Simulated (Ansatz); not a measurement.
# One reagent, a row of partners

Four-centre ligand exchange: H₂ meets different compounds of Sn. Each row is one chosen step, not always the lowest open to these reactants.

Gas-phase electronic energies, without zero-point energy, by CCSD(T) at an estimated basis limit (MP2 extrapolated from triple and quadruple zeta, plus CCSD(T) − MP2 in triple zeta); Ansatz 0.2.0, def2-TZVPP and QZVPP, frozen cores, core potentials past krypton, on PBE0-D4/def2-TZVP structures. Extrapolation: Hartree–Fock as exp(−7.88 √X), correlation as X^−2.97. All energies, in kcal/mol, count from the separated reactants, without counterpoise correction; the start and end structures are the complexes reached by relaxing down from the saddle, and deeper ones may exist. Brackets give SMILES, or, where every atom is bracketed, only which atoms are joined. Steps whose reference was doubtful or whose search ended elsewhere are left out.

| reactants | products | broken | formed | start structure | saddle | end structure | saddle by PBE-D4/TZ |
| --- | --- | --- | --- | --- | --- | --- | --- |
| CH₇NSn ([CH3][NH][SnH3]) + H₂ | CH₅N ([CH3][NH2]) + SnH₄ | H–H, N–Sn | H–N, H–Sn | -1.02 | ? | -11.03 | 24.70 |
| CH₆OSn ([CH3][O][SnH3]) + H₂ | CH₄O ([CH3][OH]) + SnH₄ | H–H, O–Sn | H–O, H–Sn | -0.99 | 33.22 | -3.65 | 25.13 |
| SnH₄S ([SH][SnH3]) + H₂ | SnH₄ + H₂S | H–H, S–Sn | H–S, H–Sn | -0.64 | 51.51 | 8.69 | 41.40 |

**Question.** What is the height of the saddle for CH₇NSn ([CH3][NH][SnH3]) + H₂? (Judge from chemistry; the value comes from the calculation.)

**Answer.** Computed: 32.79 kcal/mol relative to the separated reactants, the lowest of the series; above its start structure the barrier is 32.79 − (-1.02) ≈ 33.81 kcal/mol.

**Question.** How do the PBE-D4 saddles lie against the coupled-cluster estimate?

**Answer.** All lower, by 8.09 to 10.11 kcal/mol.

The T1 diagnostic stays at or below 0.016. The filled d shells of Sn are correlated in sets not built for that, so values that involve them are less sure.

For scale, one of the runs: CCSD(T)/def2-TZVPP, 238 basis functions, launched by `ansatz run in.yaml --threads 4 --pin off --events-out ev --progress --plain --max-ram 9574MiB`. The run took 2.5 min on 4 CPU threads of an Arm Neoverse V1 (shared host), with 5 GiB of host memory at its peak.
